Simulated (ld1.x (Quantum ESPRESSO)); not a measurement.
## antimony, PAW: configuration errors across variants

ld1.x (Quantum ESPRESSO) 7.5 input, shortened:

```
&input
   title='Sb', zed=51., rel=1, dft='PW91', iswitch=3,
   config='[Kr] 4d10 5s1.75 5p3.25'
 /
 &inputp
   pseudotype=3, lpaw=.true., tm=.true., lloc=-1, rcloc=2.20,
   nlcc=.true., rcore=1.30,
   which_augfun='PSQ', rmatch_augfun_nc=.true.
 /
6
5S  1  0   1.75   0.00  1.55  1.95  0.0
5S  1  0   0.00  -0.20  1.55  1.95  0.0
5P  2  1   3.25   0.00  1.85  2.25  0.0
5P  2  1   0.00   0.40  1.85  2.25  0.0
4D  3  2  10.00   0.00  1.55  1.70  0.0
4D  3  2   0.00  -2.05  1.55  1.70  0.0
 &test
   configts(1)='4d10 5s1.75 5p3.25'
 /
```

All-electron excitation energies from the reference (eV): (1) 4d10 5s2 5p3 -2.014; (2) 4d10 5s2 5p2 6.361; (3) 4d10 5s2 5p1 22.408; (4) 4d10 5s2 5p0 46.916; (5) 4d10 5s1 5p4 6.125; (6) 4d10 5s1 5p0 91.322; (7) 4d9 5s2 5p4 29.099.

4 further variants failed, have other tests or another functional or relativity, and are left out.

Errors AE − PS in meV (a dash: test not solved or not reliable):

```tsv
change	(1)	(2)	(3)	(4)	(5)	(6)	(7)	bound ghosts
base	+0.2	-1.8	-6.2	-15	-0.5	-37	-97	none
local potential all-electron potential smoothed inside 2.16 bohr (lloc = -1)	+0.2	-1.8	-6.2	-15	-0.5	-37	-93	none
augmentation BESSEL, radius 1.65 bohr	+0.2	-1.8	-6.0	-14	-0.6	-36	-120	none
waves 4d (bound): rcut 1.55, rcutus 2.22 bohr; 4d channel at -2.05 Ry: rcut 1.55, rcutus 2.22 bohr	+0.2	-1.8	-6.2	-15	-0.6	–	–	none
core correction a·sin(br)/r model core inside 1.70 bohr	+0.2	-1.8	-6.2	-15	-0.5	-38	-92	none
wave 5p channel at 0.4 Ry: rcut 1.85, rcutus 2.25 bohr becomes 5p channel at 0.89 Ry: rcut 1.85, rcutus 2.25 bohr	+0.2	-1.8	-6.1	-15	-0.5	-37	-97	none
```

**Question.** Give the same row for: local potential all-electron potential smoothed inside 2.05 bohr (lloc = -2).

**Answer.** +0.2, -1.8, -6.2, -15, -0.6, -37, -106; bound ghosts: none.
